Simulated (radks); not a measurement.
These are the eigenvalues of the occupied orbitals of an atom or ion with whole-number occupations (eV). Calculated with a radial shooting solver on a logarithmic mesh with Libxc functionals: non-relativistic Kohn-Sham, PBE, spin-polarised, spherical densities, point nucleus.

| orbital | eigenvalue |
|---|---|
| 1s up | -51244.13 |
| 1s down | -51244.12 |
| 2s up | -9088.456 |
| 2s down | -9087.470 |
| 2p up | -8711.639 |
| 2p down | -8710.893 |
| 3s up | -2787.572 |
| 3s down | -2787.041 |
| 3p up | -2620.429 |
| 3p down | -2619.880 |
| 3d up | -2312.611 |
| 3d down | -2311.822 |
| 4s up | -1229.106 |
| 4s down | -1226.421 |
| 4p up | -1158.966 |
| 4p down | -1156.294 |
| 4d up | -1034.907 |

Which element is it, and in what charge state? The configuration may be excited. Open shells, if any, are filled with parallel spins first.

Answer. Z = 66, dysprosium, charge +29: Dy29+ in [Kr] 4d1. The list shows which subshells hold electrons but not how many an open one holds; the 1s level, -1883.2 hartree, gives Z - s = 61.4 by -(Z - s)^2/2, which with screening narrows Z to a few neighbours, and the depths of the outer levels then fix element, charge and occupations together.
